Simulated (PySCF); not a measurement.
Identify the unknown among the candidates.

All candidates are C5H6O2.

- Dipole: 3.78 D [wB97X-D/def2-SVPD]
- Polarisability: 63.6 au [wB97X-D/def2-SVPD]
- Triplet: lowest triplet excitation (Tamm–Dancoff): 4.16 eV [TDA wB97X-D/def2-SVPD]
- UV, strongest line: among the 8 lowest singlet transitions: S4 at 6.77 eV (183 nm, f = 0.121) [TDDFT wB97X-D/def2-SVPD]
- UV, first state: lowest singlet excitation: 4.54 eV (273 nm, f = 0.000) [TDDFT wB97X-D/def2-SVPD]
- Rotational structure: rotational constants A, B, C: 5.509, 1.717, 1.399 GHz [GFN2-xTB]

Electronic properties: PySCF, gas phase, density fitting. Levels stand in brackets. Geometry: GFN2-xTB, one conformer, isolated molecule.

**Question.** Which candidate is it?
A. `CC#CC(=O)OC`
B. `C[C@H](O)c1cc1=O`
C. `C=CC(=C)OC=O`

**Answer.** B. It is `C[C@H](O)c1cc1=O`. Numbering: `[CH3:1][C@H:2]([OH:3])[c:4]1[cH:5][c:6]1=[O:7]`. Its formula, C5H6O2, gives 3 degrees of unsaturation: 1 ring and 2 π bonds in the structure found (Kekulé form). The optimised geometry has point group C1 and is an asymmetric top.

The others, at the same levels:
- `C=CC(=C)OC=O` fails: its computed lowest singlet excitation is 5.63 eV (220 nm, f = 0.124) (against 4.54 eV), lowest triplet excitation (Tamm–Dancoff) is 3.35 eV (against 4.16 eV) and strongest line among the 8 lowest singlet transitions is S2 at 5.89 eV (210 nm, f = 0.325) (against S4 at 6.77 eV).
- `CC#CC(=O)OC` fails: its computed lowest singlet excitation is 5.00 eV (248 nm, f = 0.000) (against 4.54 eV), lowest triplet excitation (Tamm–Dancoff) is 4.64 eV (against 4.16 eV) and strongest line among the 8 lowest singlet transitions is S3 at 6.07 eV (204 nm, f = 0.132) (against S4 at 6.77 eV).

Each candidate is one conformer, not necessarily the lowest. The conformers computed, where there is a choice (atom-mapped SMILES and torsion angles):
- `[CH3:1][C@H:2]([OH:3])[c:4]1[cH:5][c:6]1=[O:7]`: C1–C2–C4–C5 120°, H–O3–C2–C1 -60°
- `[CH2:1]=[CH:2][C:3](=[CH2:4])[O:5][CH:6]=[O:7]`: C1–C2–C3–C4 180°, C2–C3–O5–C6 -148°, C3–O5–C6–O7 1°
- `[CH3:1][C:2]#[C:3][C:4](=[O:5])[O:6][CH3:7]`: C3–C4–O6–C7 180°
